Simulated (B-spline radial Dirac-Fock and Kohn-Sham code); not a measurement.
Compton profile of Mo

System: the Mo atom, configuration [Kr] 4d5 5p1 (not the ground configuration).

Input file task.json (cfg lists n, l and occupation; rrms is the nuclear radius in fm):

```json
{"items": [{
  "Z": 42,
  "q": 0,
  "cfg": [[1, 0, 2], [2, 0, 2], [2, 1, 6], [3, 0, 2], [3, 1, 6], [3, 2, 10], [4, 0, 2], [4, 1, 6], [4, 2, 5], [5, 1, 1]],
  "A": 98,
  "rrms": 4.4091,
  "do": ["scatter"],
  "s": [0.0, 0.05, 0.1, 0.15, 0.2, 0.25, 0.3, 0.35, 0.4, 0.45, 0.5, 0.6, 0.7, 0.8, 0.9, 1.0, 1.1, 1.2, 1.4, 1.6, 1.8, 2.0, 2.5, 3.0, 3.5, 4.0, 5.0, 6.0],
  "pz": [0, 0.1, 0.2, 0.3, 0.4, 0.5, 0.6, 0.8, 1.0, 1.2, 1.4, 1.6, 1.8, 2.0, 2.5, 3.0, 4.0, 5.0, 7.0, 10.0, 15.0, 20.0, 30.0, 40.0, 60.0, 100.0],
  "hv_scatter": [2000, 5000, 8047.8, 10000, 30000, 50000, 500000, 1000000]
}]}
```

Command: `python xray_run.py task.json out`

Model: the impulse approximation on Dirac-Fock densities. Program: a radial B-spline solver. pz is in atomic units of momentum; subshell profiles are per electron, for a selection of subshells; open shells are spread over both j values by their weights.

```
 pz    J total   J 3p3/2   J 4p3/2   J 4d5/2   J 5p3/2
  0      8.135     0.108     0.310     0.344      1.53
0.1      8.096     0.108     0.310     0.344      1.50
0.2      7.811     0.108     0.309     0.344      1.24
0.3      7.302     0.108     0.309     0.343     0.772
0.4      6.830     0.108     0.306     0.341     0.383
0.5      6.486     0.108     0.302     0.335     0.163
0.6      6.216     0.108     0.295     0.324    0.0641
0.8      5.696     0.107     0.273     0.289    0.0117
  1      5.109     0.107     0.240     0.242   0.00707
1.2      4.495     0.106     0.200     0.193   0.00694
1.4      3.917     0.105     0.159     0.149   0.00616
1.6      3.414     0.104     0.120     0.111   0.00490
1.8      3.000     0.102    0.0875    0.0818   0.00361
  2      2.673    0.0997    0.0616    0.0591   0.00253
2.5      2.143    0.0917    0.0241    0.0249  0.000909
  3      1.848    0.0810    0.0119    0.0101  0.000354
  4      1.463    0.0560   0.00955   0.00257  0.000223
  5      1.136    0.0336   0.00784   0.00206  0.000192
  7     0.6654   0.00926   0.00243   0.00166  6.17e-05
 10     0.3380   0.00311  0.000424  0.000650  1.01e-05
 15     0.1426   0.00254  0.000334  0.000106  7.87e-06
 20    0.07001   0.00125  0.000171  1.94e-05  4.05e-06
 30    0.02268  0.000219  2.98e-05  1.09e-06    < 1e-6
 40   0.009259  4.35e-05  5.89e-06    < 1e-6    < 1e-6
 60   0.002116  3.20e-06    < 1e-6    < 1e-6    < 1e-6
100  0.0002302    < 1e-6    < 1e-6    < 1e-6    < 1e-6
```

J(0) = 8.135. The 4p3/2 subshell gives the largest part, 15 %.

Mean momentum ⟨p⟩ by subshell (a.u.): 1s1/2 37.4, 2s1/2 13.0, 2p1/2 17.5, 2p3/2 16.9, 3s1/2 6.01, 3p1/2 7.16, 3p3/2 6.99, 3d3/2 8.16, 3d5/2 8.09, 4s1/2 2.41, 4p1/2 2.60, 4p3/2 2.54, 4d3/2 2.06, 4d5/2 2.03, 5p1/2 0.454, 5p3/2 0.443.

Values without a named source are computed, but for edge energies of neutral atoms, which are taken from tables.
